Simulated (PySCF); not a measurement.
C2H6N2Si.
Bonds: C1–C2 (triple), C2–Si3, Si3–N4, Si3–N5. Hydrogens: H6 on C1; H7 on Si3; H8, H9 on N4; H10, H11 on N5.

Theory: core-valence-separated Tamm–Dancoff BHandHLYP/aug-pcX-1 (pcseg-1 on H, def2-SVPD on Si) in PySCF, non-relativistic, gas phase, PBE0-D3(BJ)/def2-SVP geometry.

Computed nitrogen K-edge spectrum, Gaussian lines of 0.3 eV full width, highest printed point 100; it ends one width below the last computed root. BHandHLYP without relativity tends to put these K edges a few eV too low, so spacings mean more than positions.

```json
{"photon energy (eV)": "398.6", "absorption": "0"}
{"photon energy (eV)": "398.7", "absorption": "1"}
{"photon energy (eV)": "398.8", "absorption": "6"}
{"photon energy (eV)": "398.9", "absorption": "15"}
{"photon energy (eV)": "399.0", "absorption": "20"}
{"photon energy (eV)": "399.1", "absorption": "14"}
{"photon energy (eV)": "399.2", "absorption": "6"}
{"photon energy (eV)": "399.3", "absorption": "1"}
{"photon energy (eV)": "399.4", "absorption": "0"}
{"photon energy (eV)": "399.5", "absorption": "0"}
{"photon energy (eV)": "399.6", "absorption": "3"}
{"photon energy (eV)": "399.7", "absorption": "17"}
{"photon energy (eV)": "399.8", "absorption": "49"}
{"photon energy (eV)": "399.9", "absorption": "84"}
{"photon energy (eV)": "400.0", "absorption": "100"}
{"photon energy (eV)": "400.1", "absorption": "93"}
{"photon energy (eV)": "400.2", "absorption": "63"}
{"photon energy (eV)": "400.3", "absorption": "31"}
{"photon energy (eV)": "400.4", "absorption": "25"}
{"photon energy (eV)": "400.5", "absorption": "39"}
{"photon energy (eV)": "400.6", "absorption": "43"}
{"photon energy (eV)": "400.7", "absorption": "27"}
{"photon energy (eV)": "400.8", "absorption": "10"}
{"photon energy (eV)": "400.9", "absorption": "3"}
{"photon energy (eV)": "401.0", "absorption": "6"}
{"photon energy (eV)": "401.1", "absorption": "16"}
```

Problem. Where are the maxima, and which lines make them up?

Solution. 3 maxima:
- 399.0 eV: N4/N5 (silicon-bound nitrogen), 399.00 eV, f = 0.014, sum of 2, 100 % of the height at the exact maximum
- 400.0 eV: N4/N5 (silicon-bound nitrogen), 399.91 eV, f = 0.045, sum of 2, 44 % of the height at the exact maximum; N5 (silicon-bound nitrogen), 400.09 eV, f = 0.024, 30 % of the height at the exact maximum; N4 (silicon-bound nitrogen), 400.13 eV, f = 0.027, 26 % of the height at the exact maximum
- 400.6 eV: N5 (silicon-bound nitrogen), 400.60 eV, f = 0.018, 57 % of the height at the exact maximum; N4 (silicon-bound nitrogen), 400.53 eV, f = 0.014, 43 % of the height at the exact maximum

Roots within 0.03 eV on the same or equivalent atoms count as one line; shares under 12 % aren't listed.

Vibrational structure and lifetime widths aren't in the curve. The ionisation threshold wasn't computed; near and above it a finite basis only mimics Rydberg series and continuum.

Conformer computed: `[CH:1]#[C:2][SiH:3]([NH2:4])[NH2:5]`: H–N4–Si3–C2 -59°, H–N4–Si3–C2 85°, H–N5–Si3–C2 -28°, H–N5–Si3–C2 -177°.

One conformer stands for the species.
